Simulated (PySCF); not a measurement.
# Frontier orbitals and the lowest excitations

C7H7FO.
Z-matrix (Å and degrees, PBE0-D3(BJ)/def2-SVP geometry), rows numbered from 1:
```
O 
C   1  1.3501
C   2  1.3992  1  122.55
C   3  1.3915  2  120.16  1  -179.83
C   4  1.3966  3  120.87  2    -0.02
C   5  1.5035  4  120.24  3   179.80
F   6  1.3691  5  111.66  4  -179.60
C   5  1.3966  4  118.60  3    -0.14
C   8  1.3907  5  120.99  4     0.13
H   1  0.9628  2  109.34  3    -0.02
H   3  1.0946  2  119.82  1     0.13
H   4  1.0943  3  119.01  2   179.91
H   6  1.1050  5  110.53  4    59.81
H   6  1.1049  5  110.47  4   -59.12
H   8  1.0911  5  118.97  4  -179.90
H   9  1.0916  2  118.67  1    -0.15
```

Method: PySCF, TDDFT wB97X-D/def2-SVPD, vertical, gas phase, core orbitals frozen in the response.

Kohn–Sham orbitals with the atoms that hold most of them (Löwdin shares over 4%, at most four atoms; ? is withheld):

| orbital | ε (eV) | atoms |
| --- | --- | --- |
| HOMO-3 | -11.60 | C5 11%, C8 11%, C9 10%, F7 10% |
| HOMO-2 | -11.46 | O1 17%, F7 14%, C6 12%, C4 9% |
| HOMO-1 | -9.31 | ? |
| HOMO | -8.28 | C5 19%, O1 17%, C2 16%, C9 11% |
| LUMO | ? | ? |
| LUMO+1 | 1.70 | C2 20%, C5 19%, C8 14%, C3 10% |
| LUMO+2 | 2.10 | O1 33%, H10 20%, C3 13%, H11 13% |

(1) Give the leading atoms of the LUMO.

(2) Which atoms hold the HOMO-1, and with what shares?

(3) What is the LUMO energy, and the HOMO–LUMO gap?

Results:

(1) C4 (bonded to 2 C and H) 22%; C9 (bonded to 2 C and H) 18%; C3 (bonded to 2 C and H) 17%; C8 (bonded to 2 C and H) 14%.

(2) C3 (bonded to 2 C and H) 21%; C8 (bonded to 2 C and H) 21%; C9 (bonded to 2 C and H) 20%; C4 (bonded to 2 C and H) 19%.

(3) ε(LUMO) = 1.24 eV; the gap is 9.52 eV (0.3497 hartree).

Question: The HOMO–LUMO gap is 9.52 eV. Where does the response calculation put the lowest singlet, and from which orbitals?

Answer: S1 is at 5.08 eV (f = 0.034), 4.44 eV below the gap, made of HOMO→LUMO (81%), HOMO-1→LUMO+1 (16%). 

Question: One configuration dominates each of S1, S2 and S5. Which, and how do the shares of the two leading atoms of either orbital change from the occupied to the empty one?

Answer: 
- S1 (5.08 eV, f 0.034), HOMO→LUMO (81%): C5 19% → at most 15%, O1 17% → at most 15%, C4 at most 11% → 22%, C9 11% → 18%
- S2 (5.91 eV, f 0.079), HOMO→LUMO+1 (72%): C5 19% → 19%, O1 17% → at most 10%, C2 16% → 20%
- S5 (7.01 eV, f 0.428), HOMO-1→LUMO+1 (76%): C3 21% → 10%, C8 21% → 14%, C2 at most 19% → 20%, C5 at most 19% → 19%

Löwdin shares depend on the basis, the more so with diffuse functions.

Cost: about 2.7 min of CPU time on one thread (grids of density and orbitals included); the machine was shared, so the figure is rough.

One conformer stands for the species.
